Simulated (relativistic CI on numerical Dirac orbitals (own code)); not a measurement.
# Nb XXXIX: sensitivity of the levels to the model

Base calculation: Dirac-Coulomb-Breit CI, orbitals from a KLI potential per configuration, model QED, unscaled Slater integrals.

Configuration list (outside the closed core 1s2): 2s, 2p, 3s, 3p, 3d, 4s, 4p, 4d, 4f, 5s, 5p, 5d, 5f, 5g, 6s, 6p, 6d. Levels of other configurations are missing.

Variants: (1) valence Slater integrals scaled by 0.9; (2) one mean potential for all configurations. Shifts of the energy above 2s 2S_1/2, in eV, for the lowest level and the first level of each name with at least 55 % of one term (blank where a level changes its place among those of its configuration and J or its character, or is not in the variant):

```tsv
Level	Base	Δ(1)	Δ(2)
2s 2S_1/2	0.00	0.00	0.00
2p 2P°_1/2	83.71	0.00	+0.10
2p 2P°_3/2	197.21	0.00	+0.08
3s 2S_1/2	3045.32	0.00	-0.03
3p 2P°_1/2	3068.53	0.00	-0.03
3p 2P°_3/2	3102.18	0.00	-0.02
3d 2D_3/2	3110.33	0.00	-0.03
3d 2D_5/2	3120.84	0.00	-0.03
4s 2S_1/2	4096.77	0.00	-0.03
4p 2P°_1/2	4106.31	0.00	-0.03
4p 2P°_3/2	4120.47	0.00	-0.03
4d 2D_3/2	4123.87	0.00	-0.03
4d 2D_5/2	4128.31	0.00	-0.03
4f 2F°_5/2	4128.49	0.00	-0.03
```

At this charge energies of transitions that change n are usually good to better than 1 %, and those within a shell (Δn = 0) to a few per cent.

Ionisation energy from the two ground configurations alone: base 5425.71 eV. The NIST ASD value (theoretical) is 5426.07 eV.
